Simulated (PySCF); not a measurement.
Excitations are Tamm–Dancoff values on a coarser integration grid. The basis has no diffuse functions, so Rydberg states are missing or too high.

Cartesian coordinates (Å):
SMILES: OB(O)O
```xyz
7

O     -1.2645    -0.4982     0.1211
B      0.0000     0.0000     0.0000
O      0.1886     1.3018    -0.3625
O      1.0759    -0.8037     0.2415
H     -1.2806    -1.4230     0.3803
H     -0.6351     1.7745    -0.5074
H      1.9157    -0.3515     0.1270
```
Charge 0, multiplicity 1.

Task: Give the dipole moment, total energy and T1 excitation (TDA) at the level PySCF with CAM-B3LYP-D3(BJ)/def2-TZVP.

Result: 
```json
{
 "dipole_moment": "0.00 D",
 "total_energy": "-252.5272 Ha",
 "T1 excitation (TDA)": "8.02 eV"
}
```
